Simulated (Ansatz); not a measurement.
The cluster LiI₂⁻, relaxed as a quintet with UKS r2SCAN-D4/def2-TZVPD in Ansatz, starting from the r2SCAN-D4/def2-TZVPD geometry of the charge -1 singlet. Force threshold 0.02 eV/Å.

In the def2 sets I takes a core potential; there is no spin–orbit coupling. The highest occupied level of the charge -1 quintet lies above zero (up to 1.20 eV). It is a level of α spin, whose loss leaves a quartet; that state wasn't run at this geometry and level. The electron is either unbound and held by the finite basis, or the level is raised by self-interaction error. In the quintet geometry the species has come apart into loosely held pieces. The relaxation made no stability test and no search for a lower SCF solution. At r2SCAN-D4/def2-TZVPD a singlet of charge -1 lies 9.17 eV below the quintet, each at its own geometry. The structure comes from a short search, and lower isomers may exist.

Start:

| atom | x (Å) | y (Å) | z (Å) |
| --- | --- | --- | --- |
| Li1 | 0.001 | 0.000 | 0.000 |
| I2 | 0.458 | -1.907 | -1.629 |
| I3 | -0.458 | 1.907 | 1.629 |

| step | energy (eV) | largest force component (eV/Å) | SCF passes |
| --- | --- | --- | --- |
| 1 | -16409.4651 | 0.715 | 163 |
| 2 | -16409.7363 | 0.387 | 62 |
| 3 | -16409.8912 | 0.236 | 112 |
| 4 | -16409.9918 | 0.154 | 142 |
| 5 | -16410.0590 | 0.107 | 189 |
| 6 | -16410.1120 | 0.104 | 65 |
| 7 | -16410.1494 | 0.048 | 72 |
| 8 | -16410.1680 | 0.027 | 104 |
| 9 | -16410.1903 | 0.042 | 239 |
| 10 | -16410.2114 | 0.043 | 146 |
| 11 | -16410.2338 | 0.044 | 169 |
| 12 | -16410.2551 | 0.038 | 194 |
| 13 | -16410.2722 | 0.028 | 104 |
| 14 | -16410.2836 | 0.017 | 191 |
| 15 | -16410.2892 | 0.006 | 127 |
| 16 | -16410.2899 | 0.001 | 94 |

Force components are those of the run's own axes.

End:

```xyz
3

Li    0.0186   -0.0047    0.0104
I     0.9585   -4.0256   -3.4458
I    -0.9772    4.0303    3.4354
```

Bonds lost: Li1–I2, Li1–I3 (atoms count from 1). The end holds 3 separate pieces.

The force fell under the threshold at step 14, but the optimiser went on and released 0.006 eV more. No frequencies were taken in this run, so the end may be a saddle point.

It took 6.1 min on 4 threads of Arm Neoverse V2 on a shared host.
